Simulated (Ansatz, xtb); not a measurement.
# Relative energy of two conformers of C2H9BrSi2

We compare I, `C[Si@H](Br)C[SiH3]`, a singlet, with II, `C[Si@H](Br)C[SiH3]`, a singlet. Both are isolated molecules in the gas phase, relaxed with B3LYP/6-31G*.

I (Å):

```yaml
atoms:
  - { symbol: C, position_ang: [1.4104, 2.7305, 1.6152] }
  - { symbol: C, position_ang: [0.4459, -0.2271, 1.3053] }
  - { symbol: Br, position_ang: [-1.5344, 2.2300, 0.0572] }
  - { symbol: Si, position_ang: [0.5554, 1.4734, 0.5081] }
  - { symbol: Si, position_ang: [-0.2928, -1.6323, 0.2709] }
  - { symbol: H, position_ang: [1.4501, 3.7141, 1.1358] }
  - { symbol: H, position_ang: [2.4395, 2.4112, 1.8238] }
  - { symbol: H, position_ang: [0.8866, 2.8383, 2.5711] }
  - { symbol: H, position_ang: [1.2467, 1.3810, -0.8039] }
  - { symbol: H, position_ang: [1.4729, -0.5134, 1.5792] }
  - { symbol: H, position_ang: [-0.1150, -0.1445, 2.2457] }
  - { symbol: H, position_ang: [-0.1425, -2.9252, 0.9949] }
  - { symbol: H, position_ang: [0.4227, -1.7425, -1.0294] }
  - { symbol: H, position_ang: [-1.7358, -1.4040, 0.0074] }
```

II (Å):

```yaml
atoms:
  - { symbol: C, position_ang: [-1.0437, -1.1078, 3.6074] }
  - { symbol: C, position_ang: [-1.8576, -0.8918, 0.5823] }
  - { symbol: Br, position_ang: [-0.1620, -3.6587, 1.5754] }
  - { symbol: Si, position_ang: [-1.6445, -2.0173, 2.0761] }
  - { symbol: Si, position_ang: [-0.3590, 0.0994, -0.0187] }
  - { symbol: H, position_ang: [-0.0636, -0.6473, 3.4450] }
  - { symbol: H, position_ang: [-1.7519, -0.3138, 3.8772] }
  - { symbol: H, position_ang: [-0.9621, -1.7922, 4.4581] }
  - { symbol: H, position_ang: [-2.9242, -2.7172, 2.3637] }
  - { symbol: H, position_ang: [-2.6576, -0.1794, 0.8359] }
  - { symbol: H, position_ang: [-2.2353, -1.4943, -0.2543] }
  - { symbol: H, position_ang: [-0.7651, 1.0053, -1.1283] }
  - { symbol: H, position_ang: [0.1847, 0.9387, 1.0845] }
  - { symbol: H, position_ang: [0.7183, -0.7970, -0.5086] }
```

Problem. Estimate which is lower in electronic energy at CCSD(T)/def2-SVP + ΔMP2/def2-TZVPP, and by roughly how much.

Solution. Too close to call at this level: CCSD(T)/def2-SVP + ΔMP2/def2-TZVPP gives E(II) − E(I) = 0.000 eV.

Level by level:

```json
{"level": "B3LYP/6-31G*", "geometry": "B3LYP/6-31G*", "E(II) − E(I) (eV)": "+0.004", "departure from the last row (eV)": "+0.004", "job, with rough time for the two": "optimisation, 6.4 min"}
{"level": "HF/def2-SVP", "geometry": "B3LYP/6-31G*", "E(II) − E(I) (eV)": "+0.008", "departure from the last row (eV)": "+0.008", "job, with rough time for the two": "part of the CCSD(T) run"}
{"level": "MP2/def2-SVP", "geometry": "B3LYP/6-31G*", "E(II) − E(I) (eV)": "+0.002", "departure from the last row (eV)": "+0.002", "job, with rough time for the two": "part of the CCSD(T) run"}
{"level": "CCSD(T)/def2-SVP", "geometry": "B3LYP/6-31G*", "E(II) − E(I) (eV)": "+0.002", "departure from the last row (eV)": "+0.002", "job, with rough time for the two": "single point"}
{"level": "CCSD(T)/def2-SVP + ΔMP2/def2-TZVPP", "geometry": "B3LYP/6-31G*", "E(II) − E(I) (eV)": "0.000", "departure from the last row (eV)": "", "job, with rough time for the two": "single point, 2.9 min"}
```

The largest departure from CCSD(T)/def2-SVP + ΔMP2/def2-TZVPP is that of HF/def2-SVP, 0.008 eV. Levels run at GFN2-xTB geometries aren't shown. The last row adds to CCSD(T) the change of the MP2 difference between the two basis sets, here −0.002 eV.

With harmonic frequencies from B3LYP/6-31G* (ideal gas, rigid rotor, one conformer each, 298.15 K, 1 atm): on the last row, ΔE + ΔZPE = +0.002 eV. A mode under 50 cm⁻¹ makes harmonic enthalpies and free energies unreliable, so none is given.

The correlated steps freeze 21 core orbitals; the filled d shell of Br is correlated, in a basis made for valence electrons. Programs: Ansatz 0.2.0; the last row on 2 threads of Intel(R) Xeon(R) Processor @ 2.50GHz (Skylake/Cascade Lake) on a shared host.
